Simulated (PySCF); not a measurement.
## Structure revision by computed shifts

A compound C3H11ClO2Si3 gives the data below (simulated from a calculation) and was assigned the structure `C=C(C)O[Si@H](O[SiH3])[SiH2]Cl`.

¹³C{¹H} NMR (computed): δ 178.5 (C), 110.5 (CH), 52.2 (CH3).

¹H NMR (600 MHz, computed): δ 5.29 (d, 2H), 5.22 (s, 2H), 4.92 (s, 3H), 4.84 (t, 1H), 3.76 (s, 3H).

Equivalent nuclei averaged, non-relativistic, in vacuum, one conformer. GIAO PBE0/pcSseg-1 shieldings; geometry from GFN2-xTB; PySCF.

Shifts are taken against calculated references (same method and geometry level): ¹H (σ = 31.72 ppm), ¹³C (σ = 186.93 ppm) against TMS.

(1) Compare with the shifts computed for the proposed structure, pairing carbons in order of shift.

(2) Which isomer fits?

Results:

(1) Atoms are numbered as in `[CH2:1]=[C:2]([CH3:3])[O:4][Si@H:5]([O:6][SiH3:7])[SiH2:8][Cl:9]`; H(Xn) means a hydrogen on atom n.

```csv
atom,computed for proposal,given list,difference
C2,163.9,178.5,-14.6
C1,95.1,110.5,-15.4
C3,25.3,52.2,-26.9
```

The rms difference is 19.8 ppm and the largest -26.9 ppm at C3 (allylic methyl carbon). The carbon types in order of shift don't match either: C, CH2, CH3 for the proposal against C, CH, CH3 in the data. The proposal doesn't fit.

(2) `CO[SiH2]/C=C(/O[SiH3])[SiH2]Cl`.

Carbon types of the structure: 1 × C, 1 × CH, 1 × CH3, leaving 7 H on heteroatoms. δC 178.5: alkene carbon bearing oxygen; an sp2 carbon further deshielded by the attached heteroatom. δC 110.5: β carbon of an enol-ether or enamine type C=C; the O or N lone pair pushes π density onto this β carbon and shields it. δH 4.84: hydrogen on a β carbon of an enol-ether or enamine type C=C; lone-pair donation from O or N shields it, upfield of ordinary alkene protons. δH 3.76: hydrogen on a methyl carbon bonded to O; its carbon carries O, which withdraws density.

The data come from this structure; uniqueness wasn't tested.

Shifts are as computed. Against solution values, carbons near 30 ppm lie about +3 ppm off and those near 130 ppm about +5 ppm. Of 1211 compounds with measured shifts, 218 miss one by over three times the rms of a fit or turn the order of signals round; such compounds aren't used in these exercises. Multiplicities follow the n + 1 count of equivalent neighbours, as no J values were calculated; m marks all less simple cases, F and P coupling included.
